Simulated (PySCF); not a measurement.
Geometries of 2 isomers of CH9NSeSi2, from PBE0-D3(BJ)/def2-SVP geometry optimisation, gas phase in PySCF. One conformer each, no zero-point energy, no frequencies.

**Question.** Which isomer lies lower at this level?
A.
```xyz
14
angstrom
C     -1.795   -0.939    0.279
Si    -0.835    0.518   -0.391
N     -0.295    1.446    0.964
Se     1.034   -0.116   -1.564
Si     2.261   -0.478    0.327
H     -2.679   -0.599    0.844
H     -2.142   -1.581   -0.544
H     -1.165   -1.545    0.948
H     -1.655    1.255   -1.404
H     -0.807    1.424    1.839
H      0.207    2.318    0.843
H      3.425   -1.307   -0.109
H      1.486   -1.237    1.352
H      2.781    0.785    0.927
```
B.
```xyz
14
angstrom
C     -2.803   -0.572    0.128
N     -1.564    0.159    0.242
Si    -0.046   -0.320   -0.406
Se     1.143    1.596   -0.794
Si     3.113    0.817    0.061
H     -3.660    0.110   -0.005
H     -3.020   -1.220    0.998
H     -2.772   -1.222   -0.760
H     -1.566    0.890    0.945
H     -0.338   -1.087   -1.652
H      0.842   -1.172    0.457
H      3.617   -0.364   -0.700
H      4.084    1.942   -0.073
H      2.970    0.441    1.498
```

**Answer.** A. That is `C[Si@@H](N)[Se][SiH3]`, 19.9 kcal/mol below the other.

| SMILES | atoms numbered as above | E (Eh) | relative (kcal/mol) | relative (kJ/mol) | dipole (D) |
| --- | --- | --- | --- | --- | --- |
| C[Si@@H](N)[Se][SiH3] | [CH3:1][Si@@H:2]([NH2:3])[Se:4][SiH3:5] | -3077.72150 | 0.0 | 0.0 | 2.90 |
| CN[SiH2][Se][SiH3] | [CH3:1][NH:2][SiH2:3][Se:4][SiH3:5] | -3077.68983 | 19.9 | 83.1 | 1.84 |

As drawn, the lower has an Si–C bond, which the higher lacks.
